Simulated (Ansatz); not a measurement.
Consider the redistribution: `[NH2][Sc]([NH2])[O][SiH3]` + `[OH][Ga]([Br])[O][SiH3]` → `[NH2][Sc]([O][SiH3])[O][SiH3]` + `[NH2][Ga]([OH])[Br]`.

Program: Ansatz. Geometries: PBE0-D4/def2-TZVP. ΔE: electronic, gas phase. CCSD(T)/CBS adds triple-zeta CCSD(T) − MP2 to the extrapolated MP2 energy (def2 sets, frozen cores). Functionals use def2-TZVPP. HSE06 is defined as in plane-wave codes. For Br, Ga, Sc outer-core shells are correlated without core-valence functions, which leaves a few kJ/mol of doubt a bond. Scalar relativity is left out up to krypton. Each species was taken in one conformer, which may not be the lowest.

| level | ΔE (kcal/mol) |
| --- | --- |
| B97M-V | -15.2 |
| ωB97M-V | -15.9 |
| PBE | -15.7 |
| r2SCAN | -15.8 |
| HSE06 | -16.1 |
| CCSD/def2-TZVPP | -16.0 |
| HF/def2-QZVPP | -16.6 |
| MP2/def2-QZVPP | -17.0 |

(1) What does CCSD(T)/CBS give? (An estimate is asked.)

Largest T1 diagnostic among the species: 0.015.

Results:

(1) The calculation gave: -17.3 kcal/mol. The listed levels differ from it by 2.1, 1.4, 1.6, 1.5, 1.2, 1.3, 0.7, 0.3 kcal/mol.

At CCSD(T), def2-SVP lies −1.9 kcal/mol from the extrapolated value and def2-TZVPP +1.5 kcal/mol. Leaving LDA and LC-ωPBE aside and taking each functional with its dispersion term where it has one, the values, not all of them listed here, spread over 1.5 kcal/mol, from PBE-QIDH to BLYP-D4. LDA lies −1.0 kcal/mol from PBE without D4. From BLYP to BHLYP (50 % exact exchange), in def2-TZVPP and without D4, ΔE moves by −1.0 kcal/mol.

CCSD(T)/CBS has its own doubt, a few kJ/mol and more with outer-core shells, so smaller differences from it don't rank the levels.
